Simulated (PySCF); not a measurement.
Gas-phase reaction: InCl + 4 HI ⇌ InI3 + ICl + 2 H2. Level: PBE0/def2-QZVP†; standard pressure 1 bar.

Energies from PySCF, thermal terms from the rigid-rotor harmonic-oscillator model, ideal gas at 1 bar. † marks an energy on the PBE0/def2-TZVP geometry and frequencies. All species are closed-shell singlets. I, In: scalar-relativistic def2 core potential, no spin-orbit coupling. The harmonic model lacks anharmonicity and excited electronic states, which grow with temperature; levels with a mode under 35 cm⁻¹ are left out. Soft modes under 120 cm⁻¹ make the harmonic entropy rough for InI3.

```json
[
 {"T (K)": "800", "1000/T (1/K)": "1.2500", "log10 K": "-1.48"},
 {"T (K)": "1000", "1000/T (1/K)": "1.0000", "log10 K": "?"},
 {"T (K)": "1200", "1000/T (1/K)": "0.8333", "log10 K": "-3.48"},
 {"T (K)": "1400", "1000/T (1/K)": "0.7143", "log10 K": "-4.04"},
 {"T (K)": "1600", "1000/T (1/K)": "0.6250", "log10 K": "-4.44"},
 {"T (K)": "1800", "1000/T (1/K)": "0.5556", "log10 K": "-4.75"}
]
```

### Question
Fit log10 K = a + b·(1000/T) to the five rows, get the mean ΔH° and ΔS°, and predict log10 K at 1000 K.

### Answer
Means: 1000/T = 0.7956, log10 K = -3.638. Sums of products about the means: Sxy = 1.42294, Sxx = 0.301215, so b = Sxy/Sxx = 4.72 and a = -3.638 − (4.72)×0.7956 = -7.39.
ΔH° = −R ln 10 × 1000 K × b = −19.145 × (4.72) = -90 kJ; ΔS° = R ln 10 × a = -141 J/K. The run's own values go from -95 kJ and -146 J/K at 800 K to -85 kJ and -138 J/K at 1800 K.
Prediction at 1000 K: -7.39 + (4.72)×1.0000 = -2.67. The computed value is -2.69, 0.02 from the line.
For scale, ΔH°(298 K) is -105 kJ at this level, -110 kJ at ωB97M-V/def2-TZVP†, and runs from -150 to -28 kJ over the 18 levels computed.
